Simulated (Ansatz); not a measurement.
`C[NH][GeH2][SiH3]` + `N=CS` → `[SiH3]/N=C\S` + `C[NH][GeH3]`  (cleavage of the Si–Ge bond)

Program: Ansatz. Geometries: PBE0-D4/def2-TZVP. ΔE: electronic, gas phase. CBS: MP2 limit from def2 TZ/QZ plus the TZ coupled-cluster correction, frozen cores. This one scheme is used for every species. For Ge outer-core shells are correlated without core-valence functions, which leaves a few kJ/mol of doubt a bond. Scalar relativity is left out up to krypton. Each species was taken in one conformer, which may not be the lowest.

| species | CCSD(T)/CBS(def2) energy (Eh) |
| --- | --- |
| `C[NH][GeH2][SiH3]` | -2463.34984 |
| `N=CS` | -492.30610 |
| `[SiH3]/N=C\S` | -782.60025 |
| `C[NH][GeH3]` | -2173.06430 |

(1) Work out ΔE.

Largest T1 diagnostic among the species: 0.015.

Answers

(1) ΔE = (-782.60025) + (-2173.06430) − (-2463.34984) − (-492.30610) = -0.00861 Eh = -22.6 kJ/mol.

In def2-TZVPP, CCSD(T) changes the Hartree–Fock value by +13.1 kJ/mol (the triples alone add −0.2 kJ/mol) and MP2 by +5.1 kJ/mol.
